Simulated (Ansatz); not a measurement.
The same hydrogenolysis along the group O, S, Se, Te.

Program: Ansatz. Geometries: PBE0-D4/def2-TZVP. ΔE: electronic, gas phase. CCSD(T)/CBS is the MP2 limit (def2-TZVPP, def2-QZVPP) plus CCSD(T) − MP2 in def2-TZVPP, frozen cores. This one scheme is used for every species. Functionals use def2-TZVPP. B3LYP here is the variant with VWN-RPA as its local correlation; programs differ in this. Elements past krypton have def2 core potentials. For Se, Te outer-core shells are correlated without core-valence functions, which leaves a few kJ/mol of doubt a bond. Scalar relativity is left out up to krypton. One conformer a species, not always the lowest.

| reaction | PBE-D4 (eV) | B3LYP-D4 (eV) | B2PLYP (eV) | CCSD/CBS(def2) (eV) |
| --- | --- | --- | --- | --- |
| `O[SiH2]CCl` + H₂ → `O[SiH3]` + `CCl` | -0.14 | -0.20 | -0.26 | -0.23 |
| `S[SiH2]CCl` + H₂ → `[SiH3]S` + `CCl` | -0.19 | -0.25 | -0.31 | -0.28 |
| `ClC[SiH2][SeH]` + H₂ → `[SiH3][SeH]` + `CCl` | -0.19 | -0.25 | -0.31 | -0.28 |
| `ClC[SiH2][TeH]` + H₂ → `[SiH3][TeH]` + `CCl` | -0.20 | -0.25 | -0.31 | -0.28 |

(1) Give the CCSD(T)/CBS values in the same order. (Estimate.)

Largest T1 diagnostic: 0.011, for `[SiH3]S`.

Answers

(1) Ansatz gave: -0.17, -0.22, -0.22, -0.22 eV.
